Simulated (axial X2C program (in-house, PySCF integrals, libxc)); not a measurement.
## Potential curves of TiS⁻, scalar-relativistic

Computed with an axial X2C code built on PySCF integrals. Spin-free means the one-electron spin-free X2C Hamiltonian. Basis: Ti dyall-acv3z [11s11p7d4f2g], S dyall-av3z [9s8p3d2f] (cores contracted in-house); Gaussian nuclei, density fitting, unrestricted open shells. Masses: Ti 47.948 u, S 31.972 u.

State: M_S = 1/2, Λ = 2 (beyond evenly filled blocks: δ+α). Energies in kJ/mol from the fragments at the same level (Ti + S-). Fits are polynomials in 1 − R0/R over 0.85 to 1.23 times the lowest point R0.

| R (Å) | PBE0 | CCSD(T) | HF |
| --- | --- | --- | --- |
| 2.0078 | -383.59 | -322.07 | -156.63 |
| 2.0719 | -395.94 | -337.45 | -183.62 |
| 2.1360 | -398.68 | -342.78 | -200.11 |
| 2.2108 | -392.79 | -339.82 | -209.11 |
| 2.2855 | -379.87 | -329.98 | -209.69 |
| 2.3816 | -356.38 | -310.69 | -201.46 |

Correlated methods: 11 electrons correlated (number of frozen shells: Ti 3 s, 2 p; S 2 s, 1 p), 297 virtual spin orbitals or spinors in MP2, 90 natural virtuals in coupled cluster.

De is counted from the lowest determinant-based energies of the atoms at the same level, without counterpoise correction. Coupled cluster ran in a truncated set of natural virtual spinors; the MP2 energy of the rest was added. (T) has no such correction and the atoms are truncated less, which lowers De at CCSD(T) by a hundredth of an eV or more. The functionals have no current-density term, which raises determinants with orbital currents, atoms included. The state is one determinant with fixed occupations, lowest in a PBE0 search at one distance only: followed along the bond, the 2c determinant Ω = 5/2 reaches 0.05 eV lower at PBE0, at Re = 2.125 Å, so the state shown is not the lowest. The outer-core s and p shells of the metal are frozen in the correlated rows, which leaves out core–valence correlation; for alkali and alkaline-earth bonds that tends to lengthen them. The highest occupied level of some functionals is positive through self-interaction error; at Hartree–Fock it is bound. The determinant is spin-polarised beyond a pure state at some levels (its spin-free form has ⟨S²⟩ too high), which makes Re and μ there less reliable. The T1 diagnostic is large, a sign of multireference character. Hartree–Fock gets electron affinities wrong, so its lowest charge split need not be the true one. Coupled cluster ran on the points near the minimum only. MP2 and coupled cluster on one determinant become unreliable at the stretched end.

**Question.** Fit the PBE0 curve near its minimum: give the equilibrium distance, the harmonic wavenumber and the well depth.

**Answer.** At PBE0, spin-free: Re = 2.125 Å, ωe ≈ 522 cm⁻¹, De = 4.13 eV to Ti + S-; Be follows as 0.195 cm⁻¹.

**Question.** What are Re, ωe and De at the CCSD(T) level?

**Answer.** At CCSD(T), spin-free: Re = 2.147 Å, ωe ≈ 497 cm⁻¹, De = 3.55 eV to Ti + S-; Be follows as 0.191 cm⁻¹.

**Question.** Fit the HF curve near its minimum: give the equilibrium distance, the harmonic wavenumber and the well depth.

**Answer.** At HF, spin-free: Re = 2.253 Å, ωe ≈ 431 cm⁻¹, De = 2.18 eV to Ti + S-; Be follows as 0.173 cm⁻¹.
